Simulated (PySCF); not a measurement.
Species: C2H4BCl3.
Atom-mapped SMILES: `[Cl:1][CH2:2][CH2:3][B:4]([Cl:5])[Cl:6]` (hydrogens: H7, H8 on C2; H9, H10 on C3)

Level of theory: PBE0-D3(BJ)/def2-SVP geometry optimisation, gas phase (PySCF 2.14.0).

**Question.** What internal coordinates does the optimisation give?

**Answer.** 
| bond | length (Å) | order |
| --- | --- | --- |
| Cl1–C2 | 1.790 | single |
| C2–C3 | 1.512 | single |
| C3–B4 | 1.564 | single |
| B4–Cl5, B4–Cl6 | 1.753 | single |
| C2–H7, C2–H8 | 1.098 | single |
| C3–H9, C3–H10 | 1.105 | single |

Bonds in one row agree within 0.01 Å and their mean is given. Orders are formal, as drawn. A selection of angles:
| angle | degrees |
| --- | --- |
| Cl1–C2–C3 | 111.6 |
| Cl1–C2–H7 | 106.9 |
| C3–C2–H7 | 111.7 |
| H7–C2–H8 | 107.8 |
| C2–C3–B4 | 116.3 |
| C2–C3–H9 | 110.3 |
| B4–C3–H9 | 107.3 |
| H9–C3–H10 | 104.1 |
| C3–B4–Cl5 | 120.0 |
| C3–B4–Cl6 | 122.0 |
| Cl5–B4–Cl6 | 118.0 |

Dihedral angles: Cl1–C2–C3–B4 179° (antiperiplanar); C2–C3–B4–Cl5 -177° (antiperiplanar). The mirror-image conformer, all signs reversed, is as good.

Of the pairs four or more bonds apart, Cl6···H8 is among the closest relative to their van der Waals radii: 3.05 Å, 103 % of the sum of Bondi's values. B4 (three-coordinate boron) is planar (angles 122.0°, 120.0° and 118.0°, sum 360.0°, 0.00 Å off the plane of its three neighbours). The 6 heavy atoms lie in one plane (0.016 Å rms).

Point group: near Cs, missed by 0.10 Å at most; the miss may be what the optimiser left on a soft mode. Not checked by PBE0-D3(BJ)/def2-SVP frequencies. The numbers are those of one conformer.
